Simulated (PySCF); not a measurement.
## [Yb(H2O)3]2+ at several levels of theory

Computed with PySCF 2.14.0 (density fitting, no spin-orbit coupling) at the geometry relaxed with PBE0:

```xyz
10
[Yb(H2O)3]2+ (singlet in the valence; each metal's 4f electrons, 14 of them, lie in its core potential, out of spins and levels)
Yb    0.0000    0.0000    0.0000
O     2.4026    0.0000    0.0000
H     3.0033    0.5954    0.4811
H     3.0032   -0.5954   -0.4811
O    -1.2012    2.0807    0.0000
H    -2.0172    2.3032    0.4811
H    -0.9860    2.8986   -0.4811
O    -1.2013   -2.0807    0.0000
H    -0.9860   -2.8986    0.4811
H    -2.0173   -2.3032   -0.4811
```

```csv
level,basis,state,HOMO (eV),gap (eV),charge on Yb1 (e),population of f-type functions on Yb1 (polarisation alone where 4f lies in the core),dipole about the centre of mass (D),largest force component (eV/Å)
PBE0,"Yb lcecp-0-SVP with ECP60, O def2-SVP, H def2-SVP",singlet,–,–,1.39,0.01,0.00,0.00
HF,the same,singlet,–,–,1.58,0.01,0.00,1.38
PBE0,"Yb lcecp-0-TZVP with ECP60, O def2-TZVP, H def2-TZVP",singlet,–,–,1.68,0.02,0.00,0.32
```

In the lcecp rows the 4f levels are missing from HOMO and gap, and the state counts the valence alone.

Charges are Mulliken's, which hang on the basis. The relaxation used the grid (50, 194), these runs (75, 302) or, all-electron (x2c bases, spin-free X2C Hamiltonian), (99, 590).

Q: What does PBE with Yb lcecp-0-SVP with ECP60, O def2-SVP, H def2-SVP give here?

A: state singlet, charge on Yb1 (e) 1.28, population of f-type functions on Yb1 (polarisation alone where 4f lies in the core) 0.01, dipole about the centre of mass (D) 0.00, largest force component (eV/Å) 0.59. Time: 6.4 s on 2 threads of Arm Neoverse V1, with other jobs on the host, from an already converged density.

A frequency check found unstable modes (3, the lowest at -23 cm⁻¹), so the relaxed geometry is a saddle point, or these are noise. An lcecp potential fixes the number of 4f electrons, so in runs with it no electron can move into or out of that shell.
